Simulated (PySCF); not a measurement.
Compound: C4H9Si2 (doublet state).
Cartesian coordinates in Å at the GFN2-xTB level; atoms count from 1:
```xyz
15
C4H9Si2 angstrom
C      2.3270    1.5403   -0.0941
C      1.4316    0.7543    0.4950
C      0.2330    0.1831   -0.1084
Si    -0.4259    0.9133   -1.6545
C     -0.3605   -0.8874    0.5173
Si    -1.8843   -1.8150   -0.0069
H      3.1877    1.9087    0.4382
H      2.2416    1.8398   -1.1255
H      1.5971    0.4662    1.5279
H     -1.5783    0.3559   -2.3354
H      0.0244    2.1989   -2.1614
H      0.1303   -1.2378    1.4196
H     -2.1416   -2.8808    0.9649
H     -1.7356   -2.4139   -1.3437
H     -3.0510   -0.9176   -0.0603
```

The hyperfine couplings belong to this conformer and change with its torsions.

Identity: `C=C/C([SiH2])=C/[SiH3]` [radical].

Computed, not measured: PySCF 2.14.0, UKS B3LYP, pcH-1 on C H Si, non-relativistic, mean-field spin-orbit, GIAO. Geometry: GFN2-xTB, one conformer, isolated molecule. Couplings are sensitive to structure, and on GFN2-xTB geometries they can be far from those on DFT ones, by a factor of two or more for some ions and for spin on atoms past the first row. The frame is twisted about the C2–C3 bond at this geometry (dihedral H9–C2–C3–C5 = -16°); couplings at other torsion angles weren't computed. Stability of the SCF solution: not tested.

Problem. Predict the first-order ENDOR lines of H10/H11, H12, H13/H14/H15, H9, H7 and H8 under fast tumbling at B = 345.0 mT (X band).

Solution. For S = 1/2 in fast tumbling each set of equivalent nuclei gives two lines, ν± = |νn ± a/2| to first order, with νn = g_N μN B/h and μN/h = 7.62259 MHz/T.

```tsv
nuclei	isotope	g_N	νn (MHz)	a_iso (MHz)	lower line (MHz)	upper line (MHz)
H10/H11	1H	5.5857	14.69	-43.16	6.89	36.27
H12	1H	5.5857	14.69	-20.79	4.30	25.08
H13/H14/H15	1H	5.5857	14.69	8.17	10.60	18.78
H9	1H	5.5857	14.69	-5.39	11.99	17.38
H7	1H	5.5857	14.69	4.69	12.35	17.03
H8	1H	5.5857	14.69	4.21	12.58	16.80
```

Problem. Which pairs are centred on the nuclear Larmor frequency, and which on half the coupling?

Solution. Centred on νn, since |a| < 2νn: H12, H13/H14/H15, H9, H7 and H8. Centred on |a|/2 and split by 2νn: H10/H11.

Class means assume fast exchange of nuclei equivalent by connectivity; if that motion is slow, each nucleus keeps its own coupling. The three 1H nuclei of mean +8.2 MHz run from -0.5 to 13.9 MHz in the frozen geometry.

Largest spin populations (Mulliken): Si4 (+0.94), C5 (+0.34) and C3 (-0.17). The angles at Si4 add up to 359.3°, so it is planar; its axial dipolar tensor and the negative couplings of its protons fit spin in a p orbital normal to that plane.
